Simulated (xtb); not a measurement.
P2, charge +1, doublet, geometry from GFN2-xTB (a state made from the parent by changing its charge; the spin is typed, not shown lowest), atoms displaced at random by about 0.06 Å a coordinate; GFN2-xTB in xtb.

Here is a job for xtb.
```
$ xtb mol.xyz --gfn 2 --chrg 1 --uhf 1 --opt --json

# file mol.xyz
2

P     -0.01030329     0.01743382    -1.01321583
P      0.07133612    -0.05229146     1.00521736
```

Question: Predict the main parts of the log of this xtb run.

Answer: 
```
   ID    Z sym.   atoms
    1   15 P      1, 2

           -------------------------------------------------
          |                Calculation Setup                |
           -------------------------------------------------

           -------------------------------------------------
          |                 G F N 2 - x T B                 |
           -------------------------------------------------

          ...................................................
          :                      SETUP                      :
          :.................................................:
          :  # basis functions                  20          :
          :  # atomic orbitals                  18          :
          :  # shells                            6          :
          :  # electrons                         9          :
          :  max. iterations                   250          :
          :  Hamiltonian                  GFN2-xTB          :
          :  restarted?                      false          :
          :  GBSA solvation                  false          :
          :  PC potential                    false          :
          :  electronic temp.          300.0000000     K    :
          :  accuracy                    1.0000000          :
          :  -> integral cutoff          0.2500000E+02      :
          :  -> integral neglect         0.1000000E-07      :
          :  -> SCF convergence          0.1000000E-05 Eh   :
          :  -> wf. convergence          0.1000000E-03 e    :
          :  Broyden damping             0.4000000          :
          :  net charge                          1          :
          :  unpaired electrons                  1          :
          ...................................................

 iter      E             dE          RMSdq      gap      omega  full diag
   1     -4.5202636 -0.452026E+01  0.271E+01    2.50       0.0  T
   2     -4.5252623 -0.499872E-02  0.144E+01    2.37       1.0  T
   3     -4.5254505 -0.188231E-03  0.129E+00    2.38       1.0  T
   4     -4.5255503 -0.997324E-04  0.166E-01    2.42       1.0  T
   5     -4.5255508 -0.516111E-06  0.102E-01    2.42       1.0  T
   6     -4.5255511 -0.361249E-06  0.645E-03    2.42      11.0  T
   7     -4.5255511 -0.145565E-08  0.353E-05    2.42    2003.5  T
   8     -4.5255511  0.275335E-13  0.409E-05    2.42    1730.9  T

   *** convergence criteria satisfied after 8 iterations ***

         :::::::::::::::::::::::::::::::::::::::::::::::::::::
         ::                     SUMMARY                     ::
         :::::::::::::::::::::::::::::::::::::::::::::::::::::
         :: total energy              -4.505627782453 Eh    ::
         :: gradient norm              0.044397288874 Eh/a0 ::
         :: HOMO-LUMO gap              2.421730308711 eV    ::
         ::.................................................::
         :: SCC energy                -4.525551140470 Eh    ::
         :: -> isotropic ES            0.116373161035 Eh    ::
         :: -> anisotropic ES         -0.024518684819 Eh    ::
         :: -> anisotropic XC          0.003332553767 Eh    ::
         :: -> dispersion             -0.000969696531 Eh    ::
         :: repulsion energy           0.019923358017 Eh    ::
         :: add. restraining           0.000000000000 Eh    ::
         :: total charge               1.000000000007 e     ::
         :::::::::::::::::::::::::::::::::::::::::::::::::::::

      -----------------------------------------------------------
     |                   =====================                   |
     |                        A N C O P T                        |
     |                   =====================                   |
     |               Approximate Normal Coordinate               |
     |                Rational Function Optimizer                |
      -----------------------------------------------------------
      -----------------------------------------------------------
[...]
 * total energy  :    -4.5056278 Eh     change       -0.4263256E-13 Eh
 * total energy  :    -4.5057998 Eh     change       -0.1719803E-03 Eh
 * total energy  :    -4.5072047 Eh     change       -0.1404928E-02 Eh
 * total energy  :    -4.5072364 Eh     change       -0.3175178E-04 Eh
 * total energy  :    -4.5072369 Eh     change       -0.4157867E-06 Eh
   *** GEOMETRY OPTIMIZATION CONVERGED AFTER 5 ITERATIONS ***
         :: total energy              -4.507236858729 Eh    ::
[...]
         :: -> anisotropic ES         -0.025593473895 Eh    ::
         :: -> anisotropic XC          0.003386476700 Eh    ::
         :: -> dispersion             -0.000970142416 Eh    ::
         :: repulsion energy           0.028348110823 Eh    ::
         :: add. restraining           0.000000000000 Eh    ::
         :: total charge               1.000000000464 e     ::
         :::::::::::::::::::::::::::::::::::::::::::::::::::::

           -------------------------------------------------
          |                Property Printout                |
           -------------------------------------------------

    * Orbital Energies and Occupations

         #    Occupation            Energy/Eh            Energy/eV
      -------------------------------------------------------------
         1        2.0000           -0.9023344             -24.5538
         2        2.0000           -0.8038319             -21.8734
         3        2.0000           -0.6391263             -17.3915
         4        1.5000           -0.6187091             -16.8359
         5        1.5000           -0.6187091             -16.8359 (HOMO)
         6                         -0.5209569             -14.1760 (LUMO)
         7                         -0.5209569             -14.1760
         8                         -0.3481763              -9.4744
         9                         -0.1991627              -5.4195
        10                         -0.1991627              -5.4195
        11                         -0.1506570              -4.0996
        12                         -0.1506570              -4.0996
        13                         -0.1286886              -3.5018
        14                         -0.1286886              -3.5018
        15                         -0.0722257              -1.9654
        16                          0.0424247               1.1544
       ...                                ...                  ...
        18                          1.0232180              27.8432
      -------------------------------------------------------------
                  HL-Gap            0.0977522 Eh            2.6600 eV
             Fermi-level           -0.5942710 Eh          -16.1709 eV

     #   Z          covCN         q      C6AA      α(0)
     1  15 P        0.981     0.500   163.319    23.752
     2  15 P        0.981     0.500   163.319    23.752

 Mol. C6AA /au·bohr⁶  :        653.274459
 Mol. C8AA /au·bohr⁸  :      36191.231737
 Mol. α(0) /au        :         47.503031

Wiberg/Mayer (AO) data.
largest (>0.10) Wiberg bond orders for each atom

 ---------------------------------------------------------------------------
     #   Z sym  total        # sym  WBO       # sym  WBO       # sym  WBO
 ---------------------------------------------------------------------------
     1  15 P    2.418 --     2 P    2.418
     2  15 P    2.418 --     1 P    2.418
 ---------------------------------------------------------------------------

Topologies differ in total number of bonds
Writing topology from bond orders to xtbtopo.mol

molecular dipole:
                 x           y           z       tot (Debye)
 q only:        0.058      -0.033      -0.008
   full:        0.058      -0.033      -0.008       0.170
molecular quadrupole (traceless):
                xx          xy          yy          xz          yz          zz
 q only:       -1.720      -0.010      -1.726       0.209      -0.179       3.446
  q+dip:       -2.023      -0.011      -2.029       0.246      -0.210       4.053
   full:       -0.133      -0.003      -0.137       0.016      -0.014       0.270

optimized geometry written to: xtbopt.xyz

           -------------------------------------------------
          | TOTAL ENERGY               -4.507236858729 Eh   |
          | GRADIENT NORM               0.000502425124 Eh/α |
          | HOMO-LUMO GAP               2.659974103946 eV   |
           -------------------------------------------------
```
